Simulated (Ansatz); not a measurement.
One change: `OCC[SiH2]S` becomes `FC[SiH2]S`.

Ansatz, PBE0-D4/def2-TZVP geometries, multiplicity 1. Each molecule was computed in one conformer, which needn't be the lowest.

| property | `OCC[SiH2]S` |
| --- | --- |
| size of the dipole moment (ωB97M-V/def2-TZVPP) / D | 3.39 |
| HOMO energy (PBE0/def2-TZVPP) / eV | -7.05 |
| HOMO energy (ωB97M-V/def2-TZVPP) / eV | -9.25 |
| HOMO–LUMO gap (ωB97M-V/def2-TZVPP) / eV | 11.32 |
| size of the dipole moment (B3LYP/def2-TZVPP) / D | 3.39 |
| LUMO energy (ωB97M-V/def2-TZVPP) / eV | 2.07 |

(1) What does the change do to each property? (Estimate.)

Answers

(1) The calculation gave: 
```json
{"property": "size of the dipole moment (ωB97M-V/def2-TZVPP) / D", "`FC[SiH2]S`": "1.39", "shift": "-2.00"}
{"property": "HOMO energy (PBE0/def2-TZVPP) / eV", "`FC[SiH2]S`": "-7.53", "shift": "-0.48"}
{"property": "HOMO energy (ωB97M-V/def2-TZVPP) / eV", "`FC[SiH2]S`": "-9.73", "shift": "-0.48"}
{"property": "HOMO–LUMO gap (ωB97M-V/def2-TZVPP) / eV", "`FC[SiH2]S`": "11.61", "shift": "0.29"}
{"property": "size of the dipole moment (B3LYP/def2-TZVPP) / D", "`FC[SiH2]S`": "1.40", "shift": "-1.99"}
{"property": "LUMO energy (ωB97M-V/def2-TZVPP) / eV", "`FC[SiH2]S`": "1.88", "shift": "-0.19"}
```

With PBE0 the HOMO falls by 0.48 eV and the LUMO falls by 0.43 eV, so the gap widens by about 0.05 eV. PBE moves the HOMO by -0.44 eV and ωB97M-V by -0.48 eV. Dipoles are sizes alone; their direction can turn.

B3LYP here is the variant with VWN-RPA as its local correlation; programs differ in this.
